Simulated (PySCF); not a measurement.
Be: excitation energy

Be [He] 2s2 (1S) → Be [He] 2s1 2p1 (3P), as a difference of total energies. Calculation: PySCF 2.14, in def2-QZVPPD; no relativity, point nucleus. Correlated levels: valence: 1s2 frozen; valence and next inner shell: nothing frozen. The calculations carry no spin-orbit coupling.

| method | excitation energy (eV) | error (eV) |
| --- | --- | --- |
| UHF | 1.616 | -1.109 |
| LDA | 2.406 | -0.319 |
| PBE | 2.305 | -0.420 |
| PBE0 | 2.285 | -0.440 |
| r2SCAN | 2.127 | -0.598 |
| B2PLYP | 2.499 | -0.226 |
| r2SCAN0 | 2.174 | -0.551 |
| M06-L | 2.347 | -0.378 |
| M06-2X | 2.743 | +0.018 |
| MP2 (valence) | 2.307 | -0.418 |
| SCS-MP2 (valence) | 2.509 | -0.216 |
| MP2 (valence and next inner shell) | 2.320 | -0.405 |
| SCS-MP2 (valence and next inner shell) | 2.524 | -0.201 |

Reference: 2.725 eV (measured; NIST levels, between the centres of gravity of the two terms).

Errors of the correlated levels include the incompleteness of this basis and the frozen core.
